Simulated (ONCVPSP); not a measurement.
## Pseudopotential generation for Ar (Z = 18): ONCV, BLYP, scalar-relativistic.

```
Element                 : Ar (Z = 18)
Generator               : ONCVPSP 4.0.1
Type                    : optimised norm-conserving Vanderbilt (ONCV)
Functional              : BLYP
Relativity              : scalar-relativistic
Frozen core             : [Ne]
Valence charge          : 8
Reference configuration : 3s2 3p6
Partial waves           : 3s: rc 1.15 bohr, ncon 4, nbas 7, qcut 5 1/bohr, 2 projectors, debl 0.35 Ha; 3p: rc 1.40 bohr, ncon 3, nbas 7, qcut 5.6 1/bohr, 2 projectors, debl 3.8 Ha
Local potential         : polynomial inside 1.05 bohr (lpopt 5, dvloc0 -1 Ha)
Core correction         : none
```

In the s channel the program set the typed energies aside and used -0.887, 0.250 Ha.

All-electron outer shells of the reference configuration (BLYP, scalar-relativistic, ld1.x):

| shell | level (eV) | outermost node (bohr) | outermost maximum (bohr) |
| --- | --- | --- | --- |
| 2s | -296.93 | 0.12 | 0.34 |
| 2p | -230.03 | – | 0.28 |
| 3s | -24.13 | 0.52 | 1.17 |
| 3p | -10.14 | 0.49 | 1.28 |

(1) Estimate the cutoffs (Ha) at which the residual kinetic energy of the hardest occupied pseudo-wave falls to 1 and 0.1 mHa per electron.

(2) Does the potential have ghost states?

(3) Which valence shell sets the plane-wave cutoff?

(4) Tests: 3s2 3p5; 3s2 3p4; 3s2 3p3; 3s1 3p6. Which has the largest error in its energy relative to the reference configuration, and how large is it?

Answers

(1) 59 Ha and 83 Ha.

(2) No bound ghost flagged; no localised positive-energy state flagged.

(3) 3s: 59 Ha for 1 mHa per electron, against 9 Ha for 3p.

(4) 3s2 3p3, with +42 meV (all-electron minus pseudo) on +86.87 eV.
